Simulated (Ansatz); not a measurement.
A structure drawn as `CCO[SiH2]OC`, with this starting geometry:

Cartesian coordinates in Å:
```
C 1.6802 1.1341 -1.7312
C 1.3217 0.2514 -0.5108
O 0.0960 -0.4131 -0.7714
Si -0.4299 -1.5722 0.3508
O -0.9219 -0.6695 1.7196
C -2.0519 0.1971 1.6189
H 0.8311 1.8447 -1.8537
H 2.5772 1.6683 -1.5093
H 1.6988 0.5442 -2.6314
H 1.2078 0.8474 0.3786
H 2.1278 -0.4633 -0.3901
H 0.5975 -2.4940 0.6941
H -1.6715 -2.2028 -0.1684
H -1.8729 1.0272 0.8981
H -2.2079 0.6595 2.5800
H -2.9818 -0.3591 1.3261
```

Total charge 0; spin multiplicity 1.

(1) Does it keep its bonds when Ansatz relaxes it at PBE-D4/def2-SVP and then PBE0-D4/def2-TZVP?

(2) Give the relaxed structure. (Estimate.)

Atoms count as bonded under 1.1 times the sum of their covalent radii (H–H under 0.85 Å, pairs among N, O and F under 1.55 Å), and a drawn bond as lost past 1.3 times.

Answers

(1) Yes, every drawn bond is still there and no new one forms.

(2) The calculation gave: 
Z-matrix (Å, degrees):
```
C
C 1 1.508
H 1 1.093 2 110.4
H 1 1.092 2 110.6 3 120.1
H 1 1.092 2 110.5 3 -120.0
O 2 1.417 1 109.5 3 179.0
H 2 1.098 1 110.3 3 -59.8
H 2 1.097 1 110.4 3 58.5
Si 6 1.636 2 123.7 1 161.0
O 9 1.637 6 113.7 2 67.0
H 9 1.483 6 110.5 2 -49.9
H 9 1.483 6 104.5 2 -172.6
C 10 1.409 9 123.4 6 66.1
H 13 1.097 10 111.7 9 45.9
H 13 1.095 10 111.2 9 -75.3
H 13 1.091 10 108.4 9 165.3
```
All modes are real.
